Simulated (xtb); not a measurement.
carbon tetrabromide (CBr4), singlet, at a GFN2-xTB geometry. Base run: GFN2-xTB (xtb).

Geometry (Å):
```xyz
5

Br     1.8899    -0.4066    -0.1694
C      0.0000     0.0000     0.0000
Br    -0.2972     1.8743    -0.4050
Br    -0.5811    -0.3698     1.8142
Br    -1.0115    -1.0980    -1.2397
```
All else is at xtb's defaults.
Base energy -18.42910 Eh.

The base run was repeated with changes; each row names its change, and settings that it needs were set with it.

| change | ΔE vs base (mEh) | HOMO-LUMO gap (eV) | G_solv (kcal/mol) | SCF cycles |
|---|---|---|---|---|
| base | 0.000 | 3.31 | - | 10 |
| gbsa = chcl3 | -11.445 | 3.33 | -7.24 | 10 |
| etemp = 5000 | -3.188 | 3.32 | - | 11 |
| alpb = ch2cl2 | -8.977 | 3.32 | -5.66 | 10 |
| alpb = water | -3.038 | 3.37 | -2.37 | 10 |
| etemp = 3000 | -0.138 | 3.31 | - | 10 |
| file = coord | 0.000 | 3.31 | - | 10 |
| alpb = dmf | -13.614 | 3.31 | -8.55 | 10 |
| etemp = 1000 | 0.000 | 3.31 | - | 10 |
| acc = 30 | 0.000 | 3.31 | - | 9 |

ALPB and GBSA are two models with their own fitted parameters for each solvent, which aren't always the measured dielectric constant.
